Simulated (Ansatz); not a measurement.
Stepwise reaction of `[CH3][Ge]([CH3])([OH])[F]` with hydrogen, as a gas-phase model of exchange steps in deposition or etching. ΔE in kJ/mol; ΔG adds harmonic PBE0-D4 terms to CCSD(T)/CBS, at 1 bar.

Gas-phase electronic energies from Ansatz, PBE0-D4/def2-TZVP geometries. CBS: MP2 limit from def2 TZ/QZ plus the TZ coupled-cluster correction, frozen cores. This one scheme is used for every species. Functionals use def2-TZVPP. B3LYP here is the variant with VWN-RPA as its local correlation; programs differ in this. For Ge outer-core shells are correlated without core-valence functions, which leaves a few kJ/mol of doubt a bond. Scalar relativity is left out up to krypton. Each species was taken in one conformer, which may not be the lowest.

| step | reaction | PBE-D4 | B3LYP-D4 | ωB97M-V | CCSD(T)/CBS | ΔG(500 K) |
| --- | --- | --- | --- | --- | --- | --- |
| 2 | `[CH3][GeH]([OH])[F]` + H₂ → `[OH][GeH2][F]` + CH₄ | -20.5 | -24.5 | -21.8 | -17.7 | -11.4 |

**Question.** Give the row of step 1, `[CH3][Ge]([CH3])([OH])[F]` + H₂ → `[CH3][GeH]([OH])[F]` + CH₄. (Best estimate.)

**Answer.** The calculation gave: 
| step | reaction | PBE-D4 | B3LYP-D4 | ωB97M-V | CCSD(T)/CBS | ΔG(500 K) |
| --- | --- | --- | --- | --- | --- | --- |
| 1 | `[CH3][Ge]([CH3])([OH])[F]` + H₂ → `[CH3][GeH]([OH])[F]` + CH₄ | -24.0 | -27.7 | -25.0 | -21.8 | -15.4 |

**Question.** By hand: ΔE of the 2 steps together at CCSD(T)/CBS.

**Answer.** (-21.8) + (-17.7) = -39.5 kJ/mol, or -19.8 kJ/mol a step.

In ΔE the steps differ by no more than 4.1 kJ/mol. All are downhill at CCSD(T)/CBS. ΔG lies between -15.4 and -11.4 kJ/mol a step. PBE-D4 differs from CCSD(T)/CBS by -2.8 to -2.2 kJ/mol a step. Isolated molecules leave out the surface, adducts and barriers. Largest T1 diagnostic: 0.012.
